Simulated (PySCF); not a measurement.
## From computed data to an observable: chemical shift, span and skew from a shielding tensor

ScF₂, SMILES [F][Sc+][F], charge +1. Atoms are numbered in the order given.

```xyz
3

Sc     0.0000     0.0000     0.4398
F      0.0000    -1.4755    -0.5131
F      0.0000     1.4755    -0.5131
```
Charge +1, spin multiplicity 1.

The structure is a stationary point at PBE0-D3(BJ)/def2-TZVP. The multiplicity is an assumed one; other spin states were not compared. The isomer is the one that the SMILES or the coordinates give; other isomers of the formula were not compared.

GIAO shieldings from PBE/pcSseg-2 in PySCF, non-relativistic, no solvent. The symmetric part of the tensor of F2 has the principal values -1032.0, -561.0, 398.7 ppm. The same nucleus in CFCl3 has σ = 132.0 ppm at this level (PySCF, at its B3LYP-D3(BJ)/def2-TZVP geometry).

Problem. Work out the isotropic shielding, the ¹⁹F shift against CFCl3, the span and the skew.

Solution. 
σ(iso) = (σ11 + σ22 + σ33)/3 = -398.1 ppm. δ = σ(ref) − σ(iso) = 132.0 − (-398.1) = 530.1 ppm.
Span Ω = σ33 − σ11 = 1430.7 ppm. Skew κ = 3(σ(iso) − σ22)/Ω = 0.34. Tumbling in solution averages the tensor to δ; in a static solid the shielding alone would spread this spin-1/2 line over Ω.
